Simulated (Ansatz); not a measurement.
Strength of the Si–H bond: C2H9NSi → C2H8NSi + H

Species: C2H9NSi `CC[SiH2]N`, singlet; C2H8NSi `CC[SiH]N`, doublet; H atom, doublet. 

Shapes, held fixed at every level: PBE0-D4/def2-TZVP. Flexible molecules stand in one conformer, not always the lowest. Programs: Ansatz 0.2.0. The zero-point and thermal change to 298 K, harmonic and unscaled (PBE0-D4/def2-TZVP), is -18.2 kJ/mol.

| level | kind | ΔH(298 K) (kJ/mol) | less CCSD(T)/CBS estimate |
| --- | --- | --- | --- |
| HF/def2-SVP | Hartree–Fock | +305.7 | -81.9 |
| HF/def2-TZVPP | Hartree–Fock | +306.0 | -81.6 |
| SPW92/def2-TZVPP | LDA | +392.2 | +4.6 |
| B3LYP-D4/def2-TZVPP | global hybrid | +374.4 | -13.2 |
| MP2/def2-TZVPP | perturbation theory | +371.8 | -15.8 |
| CCSD(T)/def2-SVP | coupled cluster or CI | +367.3 | -20.3 |
| CCSD(T)/def2-TZVPP | coupled cluster or CI | +380.9 | -6.7 |
| CCSD(T)/CBS estimate | coupled cluster or CI | +387.6 | 0.0 |

The highest level, CCSD(T)/CBS estimate, gives ΔH(298 K) = +387.6 kJ/mol; the levels span +305.7 to +392.2. The column of differences is taken from that level and isn't an error. Hartree–Fock misses the correlation of the pair that is broken and comes out low. No measured value is set beside it here. Open shells run unrestricted unless RO is named. The CBS estimate extrapolates MP2 from def2-TZVPP and def2-QZVPP and adds CCSD(T) − MP2 in the triple-zeta set, cores frozen.
